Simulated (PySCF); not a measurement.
EPR parameters of C6H8NSi

Compound: C6H8NSi (doublet state).
Numbering: `[CH:1]#[C:2][CH2:3][C@@H:4]([CH2:5])[SiH2:6][C:7]#[N:8]` (hydrogens: H9 on C1; H10, H11 on C3; H12 on C4; H13, H14 on C5; H15, H16 on Si6)

Structure used (GFN2-xTB), in Å, numbered top down from 1:
```xyz
16
C6H8NSi angstrom
C     -2.487   -0.735   -0.911
C     -1.428   -0.207   -1.088
C     -0.150    0.444   -1.280
C      0.523    0.823    0.045
C     -0.287    1.613    0.944
Si     0.893   -0.754    1.139
C      1.926   -1.901    0.093
N      2.556   -2.533   -0.630
H     -3.415   -1.204   -0.772
H      0.506   -0.223   -1.850
H     -0.308    1.353   -1.870
H      1.484    1.302   -0.162
H      0.162    2.297    1.639
H     -1.354    1.505    0.947
H      1.718   -0.331    2.270
H     -0.348   -1.442    1.473
```

The hyperfine couplings belong to this conformer and change with its torsions.

Method: UKS B3LYP, pcH-1 on C H N Si, non-relativistic, mean-field spin-orbit, GIAO in PySCF. One conformer (not necessarily the lowest) at the GFN2-xTB geometry, without solvent, vibrations or thermal averaging. Couplings are sensitive to structure, and on GFN2-xTB geometries they can be far from those on DFT ones. The SCF solution wasn't tested for stability.

| Item | Value |
| --- | --- |
| g1, g2, g3 | 2.00208, 2.00260, 2.00358 |
| g_iso | 2.00275 |
| Form of g | rhombic: the two nearest values differ by 35 % of g3 − g1 |
| ⟨S²⟩ | 0.7542 (exact 0.7500) |
| α and β electrons | 33, 32 |
| HOMO–LUMO gap, α and β orbitals | 5.11, 5.47 eV |

Isotropic coupling and dipolar principal values T1 to T3, in MHz:

```csv
atom,isotope,a_iso,of which spin–orbit,T1,T2,T3,Mulliken spin population
C1,13C,0.0,0.0,-0.5,-0.3,0.8,0.00
C2,13C,0.6,0.0,-0.6,-0.5,1.1,0.00
C3,13C,27.5,0.0,-2.7,-2.1,4.8,0.02
C4,13C,-28.3,0.0,-4.3,0.2,4.0,-0.07
C5,13C,76.3,-0.1,-74.4,-73.5,147.8,0.99
Si6,29Si,-190.6,0.2,-21.4,9.1,12.3,0.10
C7,13C,37.7,0.0,-2.6,-1.5,4.1,0.02
N8,14N,0.9,0.0,-1.1,-0.8,1.9,0.02
H9,1H,-0.2,0.0,-0.8,-0.7,1.5,0.00
H10,1H,-0.8,0.0,-2.5,-1.5,4.0,0.00
H11,1H,2.1,0.0,-3.6,-2.0,5.7,0.01
H12,1H,47.6,0.0,-4.2,-3.6,7.8,0.02
H13,1H,-59.2,0.0,-36.2,0.5,35.6,-0.04
H14,1H,-60.1,0.0,-36.0,0.6,35.4,-0.04
H15,1H,-5.3,0.0,-3.6,-1.4,5.0,0.00
H16,1H,-5.3,0.0,-3.6,-1.4,5.0,0.00
```

The Mulliken spin populations are largest on C5 (+0.99), Si6 (+0.10) and C4 (-0.07). No atom but C5 exceeds +0.15. The angles at C5 add up to 360.0°, so it is planar; its axial dipolar tensor and the negative couplings of its protons fit spin in a p orbital normal to that plane.

Under fast tumbling the dipolar parts average out, and these isotropic splittings remain: 2 × 1H (H13/H14, I = 1/2, 3 lines) with 2.13 mT, 1 × 1H (H12, I = 1/2, 2 lines) with 1.70 mT, 1 × 1H (H15, I = 1/2, 2 lines) with 0.19 mT, 1 × 1H (H16, I = 1/2, 2 lines) with 0.19 mT, 1 × 1H (H11, I = 1/2, 2 lines) with 0.08 mT and 1 × 14N (N8, I = 1, 3 lines) with 0.03 mT.

Class means assume fast exchange of nuclei equivalent by connectivity; if that motion is slow, each nucleus keeps its own coupling.

The 13C coupling of C5 (76.3 MHz) shows only in satellite lines or after enrichment, since that isotope makes up about 1.07 % of natural carbon.

The 29Si coupling of Si6 (-190.6 MHz) shows only in satellite lines or after enrichment, since that isotope makes up about 4.7 % of natural silicon.

The spin density at the nucleus, in bohr⁻³, is negative for C4 (-0.0251), H13/H14 (-0.0133) and H15 (-0.0012), for instance. A restricted open-shell determinant has no negative spin density anywhere; here it arises because α and β orbitals differ (spin polarisation).
